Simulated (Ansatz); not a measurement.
CH₃Cl, charge +1, doublet, at a GFN2-xTB geometry (a state made from the parent by changing its charge; the spin is typed, not shown lowest). Base run: Ansatz (a quantum-chemistry and plane-wave program) with PBE0/6-31G.

The Ansatz input:
Ansatz 0.2 input:
```yaml
crystal:
  periodic: [false, false, false]
  atoms:
    - {symbol: C, position_ang: [-0.00131604, 0.04523262, -1.08238306]}
    - {symbol: Cl, position_ang: [0.00077875, -0.02676598, 0.64048998]}
    - {symbol: H, position_ang: [-0.03211593, 1.09416315, -1.42147319]}
    - {symbol: H, position_ang: [0.90873300, -0.42897516, -1.48626886]}
    - {symbol: H, position_ang: [-0.88195964, -0.48156210, -1.48628921]}
basis:
  gaussian:
    orbitals: 6-31G
hamiltonian:
  xc: pbe0
total_charge: 1
magnetization: {spin_polarized: true, initial_magnetization: 1}
```

Each row names what was changed in the base input (with any setting that the change needs).

| change | ΔE vs base (kcal/mol) |
|---|---|
| base | 0.000 |
| accuracy = high | 0.001 |
| forces = on | 0.000 |
| lower_state_search = off | 0.009 |
| point_charge = charge:1.0 position_ang:-2.9288, -3.279, -2.2533 | 67.4 |
| final_grid = 6, 12, 29 | 0.007 |
| final_grid = 4, 8, 17 | 0.078 |
| final_grid = 14, 28, 59 | 0.000 |
| fitting.mean_field = def2-universal-JKFIT | -0.016 |
| fitting.mean_field = cc-pVTZ-JKFIT | -0.009 |
| final_grid = 10, 20, 41 | 0.000 |

Ansatz warned in this series: the state or the total is in doubt.
